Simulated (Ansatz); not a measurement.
CH3FOSi can be A, `CO[Si]F`, or B, `O=C[SiH2]F`.

Program: Ansatz. Geometries: PBE0-D4/def2-TZVP. ΔE: electronic, gas phase. CCSD(T)/CBS adds triple-zeta CCSD(T) − MP2 to the extrapolated MP2 energy (def2 sets, frozen cores). Functionals use def2-TZVPP. Each species was taken in one conformer, which may not be the lowest.

(1) Which is lower in electronic energy at CCSD(T)/CBS, and by how much? (An estimate is asked.)

(2) Give E(B) − E(A) in kcal/mol with CCSD/def2-TZVPP, CCSD(T)/def2-SVP, r2SCAN-D4, ωB97M-V, MP2/def2-TZVPP, HF/def2-TZVPP, LDA (SPW92). (An estimate is asked.)

(3) Does the order hold for the free energy at 298.15 K (harmonic terms from PBE0-D4)? (Estimate.)

Largest T1 diagnostic: 0.014.

Results:

(1) The calculation gave: A, by 25.6 kcal/mol.

(2) Ansatz gave: CCSD/def2-TZVPP 25.6, CCSD(T)/def2-SVP 21.8, r2SCAN-D4 23.9, ωB97M-V 28.6, MP2/def2-TZVPP 25.1, HF/def2-TZVPP 21.7, LDA (SPW92) 31.1. None reverses the order clearly.

(3) The calculation gave: Yes: G(B) − G(A) = +21.0 kcal/mol, for one conformer each.

Leaving LDA and LC-ωPBE aside and taking each functional with its dispersion term where it has one, the values, not all of them listed here, spread over 4.8 kcal/mol, from revPBE-D4 to ωB97M-V. LDA lies +5.9 kcal/mol from PBE without D4. In def2-TZVPP, CCSD(T) changes the Hartree–Fock value by +3.5 kcal/mol (the triples alone add −0.4 kcal/mol) and MP2 by +3.3 kcal/mol.
